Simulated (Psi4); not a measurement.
CHO$_{2}$ (SMILES O=C=[OH+]), charge +1, singlet, geometry from GFN2-xTB. Base run: MP2/3-21G (Psi4).

Here is a job for Psi4.
```
memory 2 GB

molecule {
1 1
  C    -0.00695796    0.00985104   -0.11037218
  O    -0.02341240   -0.02147629    1.07634088
  O     0.09771270   -0.03387449   -1.21876599
  H    -0.55265466    0.38369998    1.80163397
}

set basis 3-21g

energy('mp2')
print_variables()
```

### Question
The base was run again with changes. Order these runs by total energy, lowest first: method = ccsd | method = fno-ccsd(t) | method = mp3 | method = cepa(1) | freeze_core = on | method = mp4.

### Answer
method = mp4 (ΔE vs base (kcal/mol) -8.49), method = fno-ccsd(t) (ΔE vs base (kcal/mol) -3.17), freeze_core = on (ΔE vs base (kcal/mol) 3.35), method = cepa(1) (ΔE vs base (kcal/mol) 4.38), method = ccsd (ΔE vs base (kcal/mol) 5.41), method = mp3 (ΔE vs base (kcal/mol) 15.56)
